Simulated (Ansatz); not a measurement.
Cartesian coordinates in Å:
```
F 1.624 -1.132 1.370
C 0.430 -0.561 1.073
F 0.206 0.409 1.989
C 0.513 0.026 -0.316
C -0.810 0.505 -0.858
F -1.725 -0.478 -0.849
F -0.675 0.912 -2.125
F -1.314 1.523 -0.160
H -0.349 -1.321 1.183
H 1.216 0.860 -0.312
H 0.885 -0.743 -0.995
```

The species carries charge 0 and has multiplicity 1.

Problem. List the ωB97M-V/def2-TZVPP orbital energies in eV (Ansatz 0.2.0). (Estimate.)

Solution. Ansatz gave: Occupied: -678.89, -678.85, -678.83, -678.31, -678.28, -288.73, -286.46, -282.82, -39.90, -38.31, -37.45, -37.44, -36.70, -26.21, -22.99, -21.58, -19.83, -19.80, -19.34, -18.64, -18.22, -17.12, -16.38, -16.28, -15.68, -15.29, -15.09, -14.69, -14.61, -14.52, -14.22, -13.70, -12.63. Lowest empty: 2.83, 3.35, 3.94, 4.36, 4.80, 5.34, 5.86, 6.18.
